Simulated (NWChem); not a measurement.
# C₂H₆Be; SMILES [CH3][Be][CH3]

Computed with NWChem. Pople sets run with spherical d functions. Coordinates come from a B3LYP/6-31G* (spherical d) optimisation. Static field.

**Question.** Order these runs by computing time, cheapest first, and give rough ratios: Hartree-Fock/aug-cc-pVDZ; Hartree-Fock/def2-SVPD; Hartree-Fock/6-31G*.

**Answer.** Hartree-Fock/6-31G* (1), Hartree-Fock/def2-SVPD (5), Hartree-Fock/aug-cc-pVDZ (20). Ratios are rough, from one shared machine; the cheapest took roughly 4 core-seconds. What differs between the cheapest and the dearest: isotropic polarisability (bohr³) 32.4 → 39.6; anisotropy (bohr³) 5.1 → 8.2.
